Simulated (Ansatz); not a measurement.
thioxanthone, `O=c1c2ccccc2sc2ccccc12`. Total charge 0; triplet. Geometry PBE-D4/def2-SVP, that of the neutral singlet; atoms count from 1.

```xyz
23

O    -1.3640    2.1109    0.0200
C    -0.6933    1.0729    0.0102
C     0.7816    1.1232    0.2135
C     1.3625    2.3980    0.4143
C     2.7325    2.5501    0.6132
C     3.5651    1.4116    0.6156
C     3.0219    0.1419    0.4203
C     1.6300   -0.0121    0.2183
S     1.0721   -1.6594   -0.0154
C    -0.6608   -1.4880   -0.2321
C    -1.3749   -2.6909   -0.4442
C    -2.7572   -2.6618   -0.6275
C    -3.4529   -1.4350   -0.6030
C    -2.7495   -0.2514   -0.3942
C    -1.3470   -0.2483   -0.2050
H     0.6740    3.2560    0.4043
H     3.1632    3.5506    0.7675
H     4.6494    1.5178    0.7717
H     3.6709   -0.7475    0.4220
H    -0.8309   -3.6480   -0.4632
H    -3.3011   -3.6046   -0.7915
H    -4.5432   -1.4146   -0.7479
H    -3.2486    0.7286   -0.3670
```

At PBE0-D4/def2-SVP a singlet of charge 0 lies 2.97 eV below the triplet at the same geometry.

Estimate the Mulliken populations from the PBE0/def2-SVP orbitals of Ansatz.


| atom | charge (e) | spin (α − β) |
| --- | --- | --- |
| O1 | -0.26 | 0.42 |
| C2 | 0.09 | 0.16 |
| C3 | -0.03 | 0.11 |
| C4 | -0.04 | 0.07 |
| C5 | 0.02 | 0.08 |
| C6 | -0.04 | 0.15 |
| C7 | 0.00 | -0.01 |
| C8 | -0.13 | 0.11 |
| S9 | 0.28 | 0.44 |
| C10 | -0.13 | 0.11 |
| C11 | 0.00 | -0.01 |
| C12 | -0.04 | 0.15 |
| C13 | 0.02 | 0.08 |
| C14 | -0.04 | 0.07 |
| C15 | -0.03 | 0.11 |
| H16 | 0.04 | -0.01 |
| H17 | 0.04 | 0.00 |
| H18 | 0.03 | -0.01 |
| H19 | 0.03 | 0.00 |
| H20 | 0.03 | 0.00 |
| H21 | 0.03 | -0.01 |
| H22 | 0.04 | 0.00 |
| H23 | 0.04 | -0.01 |
Mulliken values depend strongly on the basis.

Where does the spin sit?

Summed by element: O 0.42, C 1.18, S 0.44, H -0.04, of 2 unpaired in all. Largest on single atoms: S9 0.44, O1 0.42, C2 0.16.

And the Mayer bond orders between heavy atoms (over 0.3)?

O1–C2 1.83 (1.24 Å); C2–C3 1.08 (1.49 Å); C2–C15 1.08 (1.49 Å); C3–C4 1.35 (1.42 Å); C3–C8 1.24 (1.42 Å); C4–C5 1.39 (1.39 Å); C5–C6 1.28 (1.41 Å); C6–C7 1.45 (1.39 Å); C7–C8 1.33 (1.41 Å); C8–S9 1.10 (1.75 Å); S9–C10 1.10 (1.75 Å); C10–C11 1.33 (1.41 Å); C10–C15 1.24 (1.42 Å); C11–C12 1.45 (1.39 Å); C12–C13 1.28 (1.41 Å); C13–C14 1.39 (1.39 Å); C14–C15 1.35 (1.42 Å).
